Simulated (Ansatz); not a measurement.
CH7AlSi2, SMILES `C1[SiH2][AlH][SiH2]1` from Hartree–Fock to CCSD(T)

Cartesian coordinates in Å:
```
C -0.673 -0.070 -0.925
Si 0.714 1.186 -0.564
Al 1.491 -0.348 1.193
Si -0.830 -1.009 0.726
H -1.603 0.365 -1.299
H -0.303 -0.774 -1.680
H 0.114 2.409 0.055
H 1.461 1.632 -1.776
H 2.765 -0.736 2.057
H -1.370 -2.393 0.589
H -1.764 -0.262 1.624
```

The species carries charge 0 and has multiplicity 1. All single points use the PBE0-D4/def2-TZVP geometry. Frozen core, restricted reference, Ansatz 0.2.0. CBS rows extrapolate triple and quadruple zeta; past MP2 they add the triple-zeta difference.

| basis | HF (Eh) | MP2 corr. |
| --- | --- | --- |
| def2-SVP | -861.40469 | -0.39837 |
| def2-TZVPP | -861.73664 | -0.49568 |
| def2-QZVPP | -861.76272 | -0.53000 |

Task: Estimate the CCSD correlation energy and the (T) correction in each basis where they were run (hartree).

Result: 
| basis | CCSD corr. | (T) |
| --- | --- | --- |
| def2-SVP | -0.46165 | -0.01496 |
| def2-TZVPP | -0.55676 | -0.02308 |
| CBS(def2) | -0.61650 | as TZ |
